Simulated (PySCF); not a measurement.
Correlation energy of Nb⁺ (niobium, charge +1)

[Kr] 4d3 5p1, one real determinant (an excited configuration). All numbers are calculated (PySCF 2.14, a scalar-relativistic core potential, in aug-cc-pwCVTZ-PP with ECP28MDF). Frozen: 4s2 4p6; 4 electrons correlated.

MP2 pair energies summed by pair of shells (mhartree):

```json
{"pair": "4d-4d", "energy": "-16.34", "share (%)": "62.1"}
{"pair": "4d-5p", "energy": "-9.95", "share (%)": "37.9"}
```

Total MP2 correlation energy: -26.29 mhartree.

Same-spin part -26.29 and opposite-spin part 0.00 mhartree; SCS-MP2 scales them by 1/3 and 6/5 to -8.76 mhartree.

The reference is one real determinant that mixes LS terms of this configuration.
